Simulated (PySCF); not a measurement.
A side-by-side comparison of computed properties.

First species: C4H13ClOSi2.
Bonds: C1–C2, C2–C3, C2–Si4, Si4–O5, O5–C6, C6–Si7, Si7–Cl8. Hydrogens: H9, H10, H11 on C1; H12 on C2; H13, H14, H15 on C3; H16, H17 on Si4; H18, H19 on C6; H20, H21 on Si7.

Second species: C3H13ClSi4.
InChI=1S/C3H13ClSi4/c1-2-6-8(3-4)7-5/h2,8H,1,3,6-7H2,5H3/t8-/m0/s1

Levels: PBE0/pcSseg-1 for dipole moment, HOMO energy, LUMO energy and HOMO–LUMO gap; GFN2-xTB for rotational constant A and rotational constant C. Geometries: GFN2-xTB. Each species is one conformer at its optimised geometry, gas phase, non-relativistic unless stated. Electronic properties by PySCF.

Dipoles, sizes and rotational constants follow the conformer. The torsions of the flexible species, by atom-mapped SMILES:
- `[CH3:1][CH:2]([CH3:3])[SiH2:4][O:5][CH2:6][SiH2:7][Cl:8]`: C1–C2–Si4–O5 62°, C2–Si4–O5–C6 180°, Si4–O5–C6–Si7 180°, O5–C6–Si7–Cl8 180°
- `[CH2:1]=[CH:2][SiH2:3][Si@H:4]([CH2:5][Cl:6])[SiH2:7][SiH3:8]`: C1–C2–Si3–Si4 11°, C2–Si3–Si4–C5 173°, Si3–Si4–C5–Cl6 179°, Si3–Si4–Si7–Si8 99°

**Question.** Which of the two has the higher HOMO energy, and by how much?

**Answer.** The second: -7.91 eV against -8.12 eV, a difference of 0.21 eV.

**Question.** Which of the two has the higher LUMO energy, and by how much?

**Answer.** The first: 0.09 eV against -1.12 eV, a difference of 1.21 eV.

**Question.** Which of the two has the higher HOMO–LUMO gap, and by how much?

**Answer.** The first: 8.21 eV against 6.79 eV, a difference of 1.42 eV.

**Question.** Which of the two has the higher rotational constant A, and by how much?

**Answer.** The first: 2.822 GHz against 1.031 GHz, a difference of 1.791 GHz.

**Question.** Which of the two has the higher rotational constant C, and by how much?

**Answer.** The first: 0.383 GHz against 0.375 GHz, a difference of 0.008 GHz.

**Question.** Which has the higher dipole moment?

**Answer.** The second: 1.79 D against 1.37 D, a difference of 0.42 D.

On the first: A dipole of 1.37 D is allowed in Cs, and pure rotational transitions are dipole-allowed. In atomic units the dipole is 0.54 e·bohr (1 au = 2.5417 D).

On the second: In atomic units the dipole is 0.70 e·bohr (1 au = 2.5417 D). GFN2-xTB frequencies show an imaginary mode (45i cm⁻¹), so this geometry is no minimum at that level.
